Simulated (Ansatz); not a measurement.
A nudged elastic band was laid between two geometries of BrH + Cl3FGe (7 atoms, charge 0, multiplicity 1).

Method: RKS B3LYP/def2-SVP (Ansatz).

| Item | Value |
| --- | --- |
| movable images | 7 |
| climbing image | yes |
| spring | 5.0 eV/Å² |
| optimiser | quadratic models (default) |
| start path | through a guess of the saddle point |
| force threshold | 0.05 eV/Å |
| iteration limit | 60 |
| end points | relaxed |

Initial state:

```xyz
7
Properties=species:S:1:pos:R:3
Ge 0.339 0.002 -0.466
F -0.326 0.000 1.142
Cl 2.460 -0.003 -0.256
Cl -0.365 1.765 -1.435
Cl -0.360 -1.764 -1.434
Br -3.395 0.000 2.849
H -2.098 0.000 2.240
```

Final state:

```xyz
7
Properties=species:S:1:pos:R:3
Ge -0.495 -0.005 -0.745
F -0.229 0.019 3.464
Cl 1.317 -0.007 0.396
Cl -0.587 1.752 -1.973
Cl -0.585 -1.755 -1.983
Br -2.310 -0.011 0.701
H -0.857 0.008 2.781
```

(1) What changes between the two ends?

(2) Give the energies along the band, and the barrier.

(3) What is the geometry of the highest image?

(4) What are the harmonic wavenumbers there?

## Answers

(1) Bonds broken: Ge1–F2, Br6–H7. Bonds formed: Ge1–Br6, F2–H7. BrH + Cl3FGe becomes BrCl3Ge + FH.

(2) The run converged. The highest image is number 4 of 0 to 8, 1.21 eV above the first end and 1.05 eV above the last; the last end lies 0.16 eV above the first. A vibrational analysis at the climbing image gives one clearly imaginary mode, 398i cm⁻¹: a first-order saddle point. The orbitals stay closed-shell, which can raise the energy where a bond breaks towards radicals; this wasn't checked here.

| image | path coordinate (Å) | energy (eV) | Ge1–F2 (Å) | Br6–H7 (Å) | Ge1–Br6 (Å) |
| --- | --- | --- | --- | --- | --- |
| 0 | 0.00 | 0.00 | 1.74 | 1.43 | 4.99 |
| 1 | 0.74 | 0.00 | 1.74 | 1.43 | 4.62 |
| 2 | 1.49 | 0.03 | 1.74 | 1.43 | 4.09 |
| 3 | 2.23 | 0.37 | 1.77 | 1.45 | 3.34 |
| 4 | 2.97 | 1.21 | 1.98 | 1.74 | 2.76 |
| 5 | 3.62 | 0.88 | 2.42 | 2.08 | 2.47 |
| 6 | 4.27 | 0.50 | 3.00 | 2.22 | 2.37 |
| 7 | 4.92 | 0.23 | 3.58 | 2.33 | 2.33 |
| 8 | 5.57 | 0.16 | 4.22 | 2.54 | 2.32 |

(3) 
```xyz
7
Properties=species:S:1:pos:R:3
Ge -0.247 0.000 -0.108
F -0.062 0.001 1.867
Cl 1.917 0.000 -0.206
Cl -0.752 1.858 -1.063
Cl -0.752 -1.858 -1.063
Br -2.685 0.000 1.183
H -1.166 0.001 2.030
```

(4) 398i, 34, 89, 130, 149, 172, 178, 233, 377, 402, 422, 456, 788, 935, 1451 cm⁻¹.

Time of the run: 2.7 min on 4 threads of Intel(R) Xeon(R) 6975P-C (Granite Rapids), on a shared host, peak memory 0.5 GiB.
